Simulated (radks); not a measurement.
Results of a calculation; reference values are marked as such.
Ta3+, configuration [Xe] 4f14 5d2.

Level of theory: scalar-relativistic Kohn-Sham, PBE, spin-polarised, spherical densities, finite nucleus; open shells are filled with parallel spins first (spin-orbit coupling, left out, can overturn this in heavy ions); Fermi nuclear charge, rms radius 5.3507 fm (a radial shooting solver on a logarithmic mesh with Libxc functionals).

Energy parts (eV):
part                       energy
total                  -424513.58
kinetic                 466267.57
electron-nucleus      -1046331.42
Hartree                 164104.07
exchange-correlation     -8553.80

Orbitals (lengths in bohr, moments of r in powers of bohr; r(90%) holds 90 % of the orbital's charge):
\begin{tabular}{lrrrr}
orbital & occ. & eigenvalue (eV) & r(90%) & <r^2> \\ \hline
1s up & 1 & -67374.94 & 0.0340 & 0.0004788 \\
1s down & 1 & -67374.94 & 0.0340 & 0.0004788 \\
2s up & 1 & -11599.80 & 0.122 & 0.007376 \\
2s down & 1 & -11599.71 & 0.122 & 0.007376 \\
2p up & 3 & -10171.12 & 0.115 & 0.006083 \\
2p down & 3 & -10171.05 & 0.115 & 0.006083 \\
3s up & 1 & -2679.000 & 0.300 & 0.04796 \\
3s down & 1 & -2678.984 & 0.300 & 0.04796 \\
3p up & 3 & -2253.871 & 0.306 & 0.04865 \\
3p down & 3 & -2253.851 & 0.306 & 0.04865 \\
3d up & 5 & -1757.209 & 0.288 & 0.04038 \\
3d down & 5 & -1757.155 & 0.288 & 0.04038 \\
4s up & 1 & -568.5954 & 0.659 & 0.2377 \\
4s down & 1 & -568.5280 & 0.659 & 0.2377 \\
4p up & 3 & -429.0988 & 0.709 & 0.2706 \\
4p down & 3 & -429.0377 & 0.709 & 0.2706 \\
4d up & 5 & -250.3670 & 0.785 & 0.3174 \\
4d down & 5 & -250.2912 & 0.785 & 0.3172 \\
4f up & 7 & -52.9074 & 1.07 & 0.5190 \\
4f down & 7 & -52.6866 & 1.06 & 0.5109 \\
5s up & 1 & -101.3995 & 1.58 & 1.356 \\
5s down & 1 & -100.4399 & 1.57 & 1.343 \\
5p up & 3 & -67.7112 & 1.87 & 1.857 \\
5p down & 3 & -66.3994 & 1.86 & 1.836 \\
5d up & 2 & -29.8570 & 2.79 & 3.900 \\
5d down & 0 & -28.1620 & 2.80 & 3.907 \\
\end{tabular}

The highest occupied level is 5d up at -29.857 eV. Summed over all electrons, <r^2> = 34.90 bohr^2, which gives a Langevin (diamagnetic) susceptibility term of -27.6 x 10^-6 cm^3/mol. Spin moment in Bohr magnetons: 2. For comparison, the ionisation energy in NIST's Atomic Spectra Database is 35 eV (theoretical). In exact Kohn-Sham theory the highest level is minus the ionisation energy, but local and semilocal functionals leave it too shallow, through self-interaction and a potential that decays too fast; potentials with the right tail come closer. The spin density at the nucleus is -10.45 e/bohr^3 (1s -0.03, 2s -0.64, 3s 0.15, 4s 0.69, 5s -10.62). The electron density at the nucleus is 1.395e+06 e/bohr^3 (large components only).
